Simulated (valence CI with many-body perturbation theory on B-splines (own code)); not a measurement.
## Ag XLII: E2, E3, M1, M2 decay

Calculated by relativistic CI+MBPT: four valence electrons over a frozen Dirac-Fock core [He], radial functions for each j: 11 s, 11 p, 10 d, 8 f, 5 g, 2 h, with the one-electron correlation potential Σ1 (screened to all orders), the two-electron term Σ2, the three-electron term Σ3, Breit, model QED; selected single and double excitations, second order for the rest, scaled by the run's own slope (own B-spline code, finite nucleus).

The last digits are not significant, and no measured levels were compared; by estimate large intervals hold to a few tenths of a per cent, small ones and those within an open d or f shell to about a per cent. Among the levels kept, up to 760 cm⁻¹ of a level comes from second order outside the variational space, and about a tenth of that is noise between levels of different J, which matters for small intervals.

Lines 1 to 50 of 65 in falling wavelength, among levels below 4526.5 eV, chosen from the decays that carry over 1 % of a level's rate. Wavelengths and rates use the calculated energies. Electric multipoles are in the length gauge, E1 and E2 with the static RPA response of the core. S is in atomic units (e²a₀⁴ for E2 and M2, e²a₀⁶ for E3), for M1 in squared Bohr magnetons. Weak lines are less certain than strong ones. Lines between different terms over intervals too small for the method are left out, as are lines whose strength nearly cancels.

Levels are named by their leading jj configuration (3d3/2^4 stands for four electrons in 3d with j = 3/2), which in mixed levels can hold well under half, so a name can repeat and another be missing. Letters in brackets count levels of one name in rising energy.

```tsv
λ vac (Å)	Upper	Lower	Type	A (s⁻¹)	S (a.u.)
892.9	(2s^2 2p1/2 2p3/2) J=2	(2s^2 2p1/2 2p3/2) J=1	M1	7.62e+03	1.01e+00
70.69	(2s^2 2p1/2 2p3/2) J=1	(2s^2 2p1/2^2) J=0	M1	3.67e+07	1.44e+00
66.84	(2s^2 2p3/2^2) J=2	(2s^2 2p1/2 2p3/2) J=2	M1	3.20e+07	1.77e+00
65.51	(2s^2 2p1/2 2p3/2) J=2	(2s^2 2p1/2^2) J=0	E2	2.83e+04	1.52e-04
62.19	(2s^2 2p3/2^2) J=2	(2s^2 2p1/2 2p3/2) J=1	M1	3.33e+07	1.49e+00
53.21	(2s^2 2p3/2^2) J=0	(2s^2 2p1/2 2p3/2) J=1	M1	9.61e+07	5.36e-01
3.744	(2s^2 2p3/2 3d5/2) J=4	(2s 2p3/2^3) J=2	E2	4.71e+08	2.78e-06
3.574	(2s^2 2p3/2 3d5/2) J=4	(2s 2p1/2 2p3/2^2) J=2 [b]	E2	2.89e+08	1.35e-06
3.524	(2s 2p1/2 2p3/2 3p1/2) J=0	(2s 2p1/2 2p3/2^2) J=2 [b]	E2	5.17e+10	2.51e-05
3.522	(2s^2 2p3/2 3d5/2) J=4	(2s 2p1/2 2p3/2^2) J=3	E2	7.04e+08	3.07e-06
3.516	(2s^2 2p3/2 3p1/2) J=2	(2s^2 2p3/2^2) J=0	E2	2.82e+10	6.77e-05
3.512	(2s 2p1/2 2p3/2 3p3/2) J=4	(2s 2p1/2 2p3/2^2) J=2 [b]	E2	3.20e+09	1.38e-05
3.503	(2s^2 2p1/2 3p1/2) J=1	(2s^2 2p1/2 2p3/2) J=2	E2	8.67e+10	1.22e-04
3.501	(2s 2p1/2^2 3p1/2) J=0	(2s 2p1/2^2 2p3/2) J=2	E2	1.60e+11	7.53e-05
3.493	(2s^2 2p3/2 3d5/2) J=4	(2s 2p1/2 2p3/2^2) J=2 [a]	E2	1.38e+08	5.78e-07
3.489	(2s^2 2p1/2 3p1/2) J=1	(2s^2 2p1/2 2p3/2) J=1	E2	8.41e+10	1.16e-04
3.485	(2s^2 2p3/2 3p1/2) J=1	(2s^2 2p3/2^2) J=2	E2	9.31e+10	1.28e-04
3.484	(2s 2p3/2^2 3p3/2) J=4	(2s 2p3/2^3) J=2	E2	2.29e+10	9.45e-05
3.483	(2s^2 2p3/2 3p1/2) J=2	(2s^2 2p3/2^2) J=2	E2	1.16e+11	2.66e-04
3.479	(2s^2 2p1/2 3p1/2) J=0	(2s^2 2p1/2 2p3/2) J=2	E2	1.58e+11	7.18e-05
3.467	(2s 2p3/2^2 3p1/2) J=0	(2s 2p3/2^3) J=2	E2	1.04e+11	4.66e-05
3.461	(2s 2p1/2 2p3/2 3p3/2) J=4	(2s 2p1/2 2p3/2^2) J=3	E2	4.16e+10	1.66e-04
3.457	(2s 2p1/2 2p3/2 3p3/2) J=0 [b]	(2s 2p1/2 2p3/2^2) J=2 [b]	E2	7.41e+10	3.27e-05
3.451	(2s 2p1/2 2p3/2 3p3/2) J=1 [d]	(2s 2p1/2 2p3/2^2) J=2 [b]	E2	4.47e+10	5.86e-05
3.445	(2s 2p1/2 2p3/2 3p1/2) J=0	(2s 2p1/2 2p3/2^2) J=2 [a]	E2	1.14e+11	4.95e-05
3.443	(2s^2 2p3/2 3p3/2) J=3	(2s^2 2p3/2^2) J=2	E2	5.28e+10	1.60e-04
3.441	(2s^2 2p3/2 3p3/2) J=1	(2s^2 2p3/2^2) J=2	E2	6.53e+10	8.43e-05
3.440	(2s 2p1/2^2 3p3/2) J=2	(2s 2p1/2^2 2p3/2) J=2	E2	5.81e+10	1.25e-04
3.439	(2s^2 2p1/2 3p3/2) J=2	(2s^2 2p1/2 2p3/2) J=2	E2	5.73e+10	1.23e-04
3.433	(2s 2p1/2 2p3/2 3p3/2) J=4	(2s 2p1/2 2p3/2^2) J=2 [a]	E2	2.28e+09	8.74e-06
3.426	(2s^2 2p1/2 3p3/2) J=2	(2s^2 2p1/2 2p3/2) J=1	E2	2.61e+10	5.50e-05
3.424	(2s 2p3/2^2 3p3/2) J=0	(2s 2p3/2^3) J=2	E2	2.62e+10	1.10e-05
3.410	(2s^2 2p3/2 3p3/2) J=0	(2s^2 2p3/2^2) J=2	E2	1.75e+11	7.20e-05
3.404	(2s 2p1/2 2p3/2 3d5/2) J=5	(2s 2p1/2 2p3/2^2) J=3	M2	1.88e+09	8.43e-06
3.380	(2s^2 2p3/2 3d5/2) J=4	(2s^2 2p3/2^2) J=2	M2	1.75e+09	6.20e-06
3.380	(2s 2p1/2 2p3/2 3p3/2) J=0 [b]	(2s 2p1/2 2p3/2^2) J=2 [a]	E2	3.02e+10	1.19e-05
3.336	(2s^2 2p3/2 3d5/2) J=4	(2s 2p1/2^2 2p3/2) J=2	E2	1.22e+09	4.05e-06
3.292	(2s 2p1/2 2p3/2 3p1/2) J=0	(2s 2p1/2^2 2p3/2) J=2	E2	1.67e+10	5.77e-06
3.291	(2s 2p3/2^2 3p3/2) J=4	(2s 2p1/2 2p3/2^2) J=3	E2	4.84e+10	1.50e-04
3.282	(2s 2p1/2 2p3/2 3p3/2) J=4	(2s 2p1/2^2 2p3/2) J=2	E2	9.34e+10	2.86e-04
3.282	(2s 2p3/2^2 3p3/2) J=0	(2s 2p1/2 2p3/2^2) J=2 [b]	E2	7.91e+10	2.69e-05
3.274	(2s^2 2p3/2 3p3/2) J=3	(2s^2 2p1/2 2p3/2) J=2	E2	3.78e+10	8.88e-05
3.274	(2s 2p1/2 2p3/2 3p3/2) J=1 [d]	(2s 2p1/2^2 2p3/2) J=1	E2	6.69e+10	6.74e-05
3.272	(2s^2 2p3/2 3p3/2) J=1	(2s^2 2p1/2 2p3/2) J=2	E2	6.21e+10	6.24e-05
3.267	(2s^2 2p1/2 3p3/2) J=2	(2s^2 2p1/2^2) J=0	E2	7.60e+10	1.26e-04
3.266	(2s 2p3/2^2 3p3/2) J=4	(2s 2p1/2 2p3/2^2) J=2 [a]	E2	6.95e+10	2.08e-04
3.262	(2s^2 2p3/2 3p3/2) J=3	(2s^2 2p1/2 2p3/2) J=1	E2	4.77e+10	1.10e-04
3.244	(2s^2 2p3/2 3p3/2) J=0	(2s^2 2p1/2 2p3/2) J=2	E2	9.09e+10	2.92e-05
3.231	(2s 2p1/2 2p3/2 3d5/2) J=5	(2s 2p1/2^2 2p3/2) J=2	E3	2.10e+08	2.70e-05
3.217	(2s^2 2p3/2 3d5/2) J=4	(2s^2 2p1/2 2p3/2) J=2	M2	5.67e+08	1.57e-06
```
